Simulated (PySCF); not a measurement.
This script is equivalent to a calculation on Br (bromine, neutral).

```python
from pyscf import gto, scf, dft, mp, cc
import basis_set_exchange as bse
mol = gto.M(atom="Br 0 0 0", charge=0, spin=1, symmetry="D2h",
            basis=gto.basis.parse(bse.get_basis("pcseg-2", elements=["Br"], fmt="nwchem", header=False)))
mf = dft.UKS(mol, xc="B3LYP")
mf.irrep_nelec = {'Ag': (6, 6), 'B1g': (1, 1), 'B2g': (1, 1), 'B3g': (1, 1), 'B1u': (3, 3), 'B2u': (3, 3), 'B3u': (3, 2)}
mf.kernel()
```

What total energy does it give?

-2574.189 hartree (calculated).

Which occupied shell lies highest, and where?

4p β, at -8.532 eV.

What is ⟨S²⟩, and what would a pure spin state give?

0.752, against 0.75.
